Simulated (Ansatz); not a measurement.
`CO[SiH](C)O[Si](O)(O)O` + H–F → `O[Si](O)(O)F` + `CO[SiH](C)O`  (ligand exchange at the Si–O bond)

Gas-phase electronic energies from Ansatz, PBE0-D4/def2-TZVP geometries. CCSD(T)/CBS adds triple-zeta CCSD(T) − MP2 to the extrapolated MP2 energy (def2 sets, frozen cores). This one scheme is used for every species. Each species was taken in one conformer, which may not be the lowest.

```tsv
species	CCSD/def2-TZVPP energy (Eh)
`CO[SiH](C)O[Si](O)(O)O`	-1036.13591
H–F	-100.33828
`O[Si](O)(O)F`	-616.21546
`CO[SiH](C)O`	-520.26558
```

Task: Work out ΔE.

Result: ΔE = (-616.21546) + (-520.26558) − (-1036.13591) − (-100.33828) = -0.00685 Eh = -18.0 kJ/mol. CCSD(T)/CBS gives -15.8 kJ/mol.

Largest T1 diagnostic among the species: 0.011.

From PBE to PBE0 (25 % exact exchange), in def2-TZVPP and without D4, ΔE moves by +3.7 kJ/mol. In def2-TZVPP, CCSD(T) changes the Hartree–Fock value by +11.1 kJ/mol (the triples alone add +1.6 kJ/mol) and MP2 by +11.8 kJ/mol. The D4 term adds +14.9 kJ/mol with B3LYP and +9.2 kJ/mol with PBE0; it sums over pairs of atoms, weighted by their polarisabilities, and B3LYP, whose exchange is more repulsive, gets the larger term.

B3LYP here is the variant with VWN-RPA as its local correlation; programs differ in this.
